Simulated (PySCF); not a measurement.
Mo(O)(S)(F)(NH2) (FH₂MoNOS), SMILES [NH2][Mo](=[O])([F])=[S], multiplicity 1.

Coordinates come from a B3LYP-D3(BJ)/def2-SVP optimisation. The multiplicity is an assumed one; no other spin state was optimised. The structure was generated by enumeration; whether it is a known compound was not checked. The def2 effective core potentials stand for the cores of Mo; spin–orbit coupling is left out. Other conformers were not sampled.

Two levels are set side by side: TDA-PBE/def2-SVPD (PySCF) and TDA-M06-2X/def2-SVPD (PySCF). Vertical, same geometry. The lowest singlet is HOMO→LUMO 98 % with PBE and HOMO→LUMO 94 % with the other functional; states are paired by order. Differences are taken from unrounded values.

| quantity | TDA-PBE |
|---|---|
| lowest singlet excitation (eV) | 2.98 |
| lowest triplet excitation (TDA) (eV) | 2.64 |

These are the TDA-PBE values. What does TDA-M06-2X give? (An estimate is asked for; the answer gives what the named calculation found.)


```csv
quantity,TDA-M06-2X,TDA-PBE minus TDA-M06-2X
lowest singlet excitation (eV),2.91,0.08
lowest triplet excitation (TDA) (eV),2.65,0.00
```

Rough cost on one machine, each run with all the roots and properties that it gave: TDA-M06-2X against TDA-PBE about 7 times.
